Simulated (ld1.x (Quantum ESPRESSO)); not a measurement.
**What one change does to a pseudopotential (Os (Z = 76), RRKJ)**

* Element: osmium (Os)
* Generator: ld1.x (Quantum ESPRESSO) 7.5
* Type: norm-conserving RRKJ (Kleinman–Bylander form)
* Functional: PBE
* Relativity: fully relativistic
* Frozen core: [Xe] 4f14
* Valence charge: 8
* Reference configuration: 5d7 6s1 6p0
* Partial waves: 6s (bound): rc 2.50 bohr; 5d (bound): rc 2.30 bohr; 6p (bound, empty): rc 3.65 bohr
* Local potential: the p channel
* Core correction: none
* rho0: 0.001

Open shells are filled in proportion to 2j + 1 (rel_dist='average').

All-electron outer shells of the reference configuration (PBE, scalar-relativistic, ld1.x):

```csv
shell,level (eV),outermost node (bohr),outermost maximum (bohr)
4f,-49.54,–,0.40
5p,-48.63,0.55,1.03
6s,-5.43,1.21,2.54
5d,-4.70,0.60,1.38
6p,-0.99,1.45,3.79
```

Change: all radii scaled by about 1.19 (s 2.98, p 4.34, d 2.74 bohr).

Cutoffs: the cutoffs (Ry, on a coarse ladder) from which the occupation-weighted sum of valence levels, in a spherical-Bessel basis at the reference potential, stays within 10 and 1 mRy of its value at 400 Ry; they do not see the model core or the augmentation charge, which bear on the density cutoff. Errors are all-electron minus pseudo energies relative to the spin-unpolarised reference configuration.

Question: What does the change do?

Answer: The potential gets softer (30 Ry and 35 Ry → 21 Ry and 25 Ry); of the 7 tests that both files solve, the error grows in 2 and shrinks in 4 by more than 15 % and 0.3 meV (median size 54.3 → 15.9 meV); neither file shows a bound ghost. A larger radius leaves more room for a smooth pseudo-wave, so fewer plane waves are needed.

| quantity | base | changed |
| --- | --- | --- |
| cutoff, loose | 30 Ry | 21 Ry |
| cutoff, tight | 35 Ry | 25 Ry |
| loose cutoff by channel (10 mRy a level) | s 8 Ry, d 25 Ry | s 6 Ry, d 18 Ry |
| bound ghosts | none | none |
| error for 5d6 6s2 6p0, meV [ΔE -0.31 eV] | -48 | +9.3 |
| error for 5d6 6s1 6p0, meV [ΔE 9.28 eV] | -54 | -16 |
| error for 5d6 6s0 6p0, meV [ΔE 26.19 eV] | -75 | -107 |
| error for 5d5 6s2 6p0, meV [ΔE 10.78 eV] | -184 | +112 |
| error for 5d6.5 6s1.5 6p0, meV [ΔE -0.26 eV] | -12 | +0.3 |
| error for 5d7 6s0 6p0, meV [ΔE 8.73 eV] | +5.2 | +8.9 |
| error for 5d5 6s0 6p0, meV [ΔE 55.03 eV] | -352 | -323 |
